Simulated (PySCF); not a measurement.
Species: C₄H₇NO₄Si.
Atom-mapped SMILES: `[NH2:1][C:2](=[O:3])[Si@@H:4]1[CH2:5][C@H:6]([O:7][CH:8]=[O:9])[O:10]1` (hydrogens: H11, H12 on N1; H13 on Si4; H14, H15 on C5; H16 on C6; H17 on C8)

Cartesian coordinates in Å at the GFN2-xTB level; atoms count from 1:
```xyz
17
C4H7NO4Si angstrom
N     -2.1756    1.1043   -1.5121
C     -2.3795   -0.2231   -1.3841
O     -3.4500   -0.7469   -1.6127
Si    -0.8668   -1.2424   -0.7853
C     -0.0562   -0.8953    0.9131
C      1.1182   -0.4154    0.0669
O      1.4383    0.9401    0.3259
C      2.7142    1.3077    0.2820
O      3.6625    0.6105    0.0990
O      0.5781   -0.5223   -1.2311
H     -2.9179    1.6894   -1.8663
H     -1.2564    1.4979   -1.4058
H     -0.9224   -2.6473   -1.1623
H      0.1833   -1.7320    1.5581
H     -0.4664   -0.0868    1.5103
H      2.0267   -1.0209    0.1384
H      2.7628    2.3945    0.4680
```

Computed at PBE0/pcSseg-1 (PySCF, non-relativistic), with Q(14N) = 0.02044 b, Q(17O) = −0.0256 b: N1, 14N (I = 1): χzz = -4.272 MHz, η = 0.069; O3, 17O (I = 5/2): χzz = 9.869 MHz, η = 0.114; O7, 17O (I = 5/2): χzz = -9.535 MHz, η = 0.320; O9, 17O (I = 5/2): χzz = 9.687 MHz, η = 0.303; O10, 17O (I = 5/2): χzz = -9.448 MHz, η = 0.340.

Task: Find the zero-field quadrupole resonance frequencies of 14N at N1.

Result: From ν± = (3/4)|χ|(1 ± η/3) and ν0 = |χ|η/2: ν+ 3.278 MHz, ν− 3.130 MHz, ν0 0.148 MHz (nitrogen bound to a carbonyl carbon).

Task: Find the zero-field quadrupole resonance frequencies of 17O at O3.

Result: From the eigenvalues of H = χ/[4I(2I − 1)] × [3Iz² − I(I + 1) + η(Ix² − Iy²)], steps between neighbouring levels, labelled as for η = 0: ±1/2↔±3/2 1.501 MHz, ±3/2↔±5/2 2.953 MHz (carbonyl oxygen).

Task: Find the zero-field quadrupole resonance frequencies of 17O at O7.

Result: From the eigenvalues of H = χ/[4I(2I − 1)] × [3Iz² − I(I + 1) + η(Ix² − Iy²)], steps between neighbouring levels, labelled as for η = 0: ±1/2↔±3/2 1.581 MHz, ±3/2↔±5/2 2.805 MHz (ester single-bonded oxygen).

Task: Find the zero-field quadrupole resonance frequencies of 17O at O9.

Result: From the eigenvalues of H = χ/[4I(2I − 1)] × [3Iz² − I(I + 1) + η(Ix² − Iy²)], steps between neighbouring levels, labelled as for η = 0: ±1/2↔±3/2 1.592 MHz, ±3/2↔±5/2 2.855 MHz (ester carbonyl oxygen).

Task: Where would the pure quadrupole (NQR) lines of 17O at O10 fall for the rigid, isolated species?

Result: From the eigenvalues of H = χ/[4I(2I − 1)] × [3Iz² − I(I + 1) + η(Ix² − Iy²)], steps between neighbouring levels, labelled as for η = 0: ±1/2↔±3/2 1.585 MHz, ±3/2↔±5/2 2.773 MHz (silyl ether oxygen).

In a crystal, neighbours and librations shift these lines. GFN2-xTB bond lengths can be off by several hundredths of an ångström, more for odd bonds, and the gradients follow them. With a basis this small, the couplings can be 20 % off.

One conformer stands for the species.
